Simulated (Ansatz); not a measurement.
`COB(C)N` + `[OH][In]([Cl])[Br]` → `COB(N)Br` + `[CH3][In]([OH])[Cl]`  (redistribution)

Program: Ansatz. Geometries: PBE0-D4/def2-TZVP. ΔE: electronic, gas phase. CCSD(T)/CBS adds triple-zeta CCSD(T) − MP2 to the extrapolated MP2 energy (def2 sets, frozen cores). DFT in def2-TZVPP. Elements past krypton have def2 core potentials. For Br, In outer-core shells are correlated without core-valence functions, which leaves a few kJ/mol of doubt a bond. Scalar relativity is left out up to krypton. One conformer a species, not always the lowest.

| level | ΔE (kJ/mol) |
| --- | --- |
| r2SCAN-D4 | 55.3 |
| PBE0-D4 | 55.7 |
| ωB97X-V | 56.6 |
| PBE | 50.9 |
| MP2/def2-TZVPP | 43.5 |
| CCSD/def2-TZVPP | 53.2 |
| MP2/def2-QZVPP | 45.1 |
| MP2/CBS(def2) | 46.0 |

Question: What does CCSD(T)/CBS give? (Best estimate.)

Answer: Computed: +52.5 kJ/mol. The listed levels differ from it by 2.8, 3.2, 4.1, -1.6, -9.0, 0.7, -7.4, -6.5 kJ/mol.

Largest T1 diagnostic among the species: 0.014.

From PBE to PBE0 (25 % exact exchange), in def2-TZVPP and without D4, ΔE moves by +5.2 kJ/mol. In def2-TZVPP, CCSD(T) changes the Hartree–Fock value by −26.5 kJ/mol (the triples alone add −3.2 kJ/mol) and MP2 by −33.0 kJ/mol.
